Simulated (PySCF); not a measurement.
C3H11NSi2, SMILES [SiH3][C@@H]1CCN1[SiH3].

Geometry: r2SCAN-D4/def2-SVP. The structure was generated by enumeration; whether it is a known compound was not checked.

Calculation: r2SCAN-D4/def2-SVP (PySCF 2.14.0).

Frequencies are harmonic and unscaled.

```tsv
mode	ν (cm⁻¹)	IR (km/mol)	moving atoms (share of kinetic energy)
1	54	0.3	H 50 %, C 34 %, Si 13 %
2	95	0.9	H 49 %, N 24 %, Si 19 %, C 8 %
3	114	0.8	H 78 %, C 13 %
4	129	0.5	H 55 %, Si 34 %
5	170	0.6	H 55 %, N 18 %, Si 14 %, C 13 %
6	231	0.4	H 40 %, C 35 %, N 19 %
7	270	3.7	H 35 %, C 25 %, Si 24 %, N 16 %
8	485	3.2	Si 40 %, C 30 %, H 26 %
9	526	6.8	H 49 %, Si 30 %, C 18 %
10	632	36.7	H 71 %, C 14 %, Si 13 %
11	685	59.2	H 82 %, Si 10 %
12	700	22.8	H 74 %, Si 13 %, C 12 %
13	712	26.8	H 58 %, C 26 %, Si 12 %
14	794	1.4	H 79 %, C 17 %
15	883	26.1	C 49 %, H 45 %
16	904	127.5	H 71 %, C 17 %, Si 9 %
17	911	203.7	H 92 %
18	936	20.8	H 93 %
19	942	35.7	H 93 %
20	955	6.7	H 59 %, C 38 %
21	962	66.7	H 94 %
22	968	261.4	H 91 %, Si 8 %
23	982	22.9	H 49 %, C 46 %
24	1042	11.9	C 58 %, H 35 %
25	1096	71.7	N 49 %, C 41 %, H 10 %
26	1146	2.8	H 76 %, C 17 %
27	1167	109.8	N 62 %, C 19 %, H 15 %
28	1203	7.4	H 75 %, C 22 %
29	1231	3.1	H 76 %, C 24 %
30	1255	11.9	H 75 %, C 20 %
31	1268	4.6	H 71 %, C 28 %
32	1316	7.2	H 67 %, C 31 %
33	1459	2.2	H 91 %, C 9 %
34	1497	3.9	H 90 %, C 10 %
35	2149	188.6	H 97 %
36	2204	128.3	H 97 %
37	2222	5.4	H 97 %
38	2225	149.6	H 97 %
39	2227	60.7	H 96 %
40	2235	159.5	H 96 %
41	2949	50.1	H 92 %
42	2971	86.6	H 94 %
43	3049	32.7	H 91 %, C 9 %
44	3069	30.2	H 94 %
45	3141	14.2	H 90 %, C 10 %
```
